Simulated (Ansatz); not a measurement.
Relative stability

Two relaxed structures of CH3OSe (charge +1), singlet (PBE0-D4/def2-TZVP; forces vanish, vibrations not checked).

A:

| atom | x (Å) | y (Å) | z (Å) |
| --- | --- | --- | --- |
| C1 | 0.2472 | -0.1252 | -0.3006 |
| O2 | -0.2608 | 0.3717 | 1.0269 |
| Se3 | 0.6919 | -1.7520 | -0.4835 |
| H4 | -0.1241 | -0.2812 | 1.7450 |
| H5 | 0.1876 | 0.7241 | -0.9741 |
| H6 | -0.0232 | 1.2847 | 1.2862 |

B:

C1  (-0.296, -0.034, -0.476)
O2  (-0.002, 0.067, 0.949)
Se3  (1.035, -1.304, 0.040)
H4  (-1.303, -0.408, -0.617)
H5  (0.018, 0.830, -1.053)
H6  (0.548, 0.848, 1.158)
(Å)

Ansatz 0.2.0; basis: def2-TZVPP; cores frozen in the correlated methods. Filled d shells of the heavier atoms are correlated. The def2 sets are not built for correlating such inner shells, so the correlated values are less sure here. B3LYP uses VWN-RPA correlation.

Task: Which structure is lower at CCSD(T), and by how much? (An estimate is asked for; the value comes from the calculation.)

Result: By the calculation: A, by 0.496 eV (electronic energy, against the other). By their contacts, A is CH₃OSe ([OH2][CH][Se]), total charge +1 and B is CH₃OSe ([CH2]1[OH][Se]1), total charge +1.

All methods give the same order:

```tsv
method	E(B) − E(A) (eV)
PBE-D4	0.473
r2SCAN-D4	0.531
PBE0-D4	0.421
B3LYP-D4	0.482
wB97M-V	0.390
HF	0.351
MP2	0.584
CCSD	0.454
CCSD(T)	0.496
```

T1 diagnostic: at most 0.015. The restricted Hartree–Fock reference is unstable towards an unrestricted one at one or more of these structures.

Labels in which every atom is bracketed show which atoms are joined, not bond orders.

For scale, one of the runs: CCSD(T)/def2-TZVPP, 152 basis functions, launched by `ansatz run in.yaml --threads 2 --pin off --events-out ev --progress --plain --max-ram 4352MiB`. Hardware: 2 CPU threads of an AMD EPYC 9R45, shared host. Wall time 16 s; peak host memory 1.1 GiB.
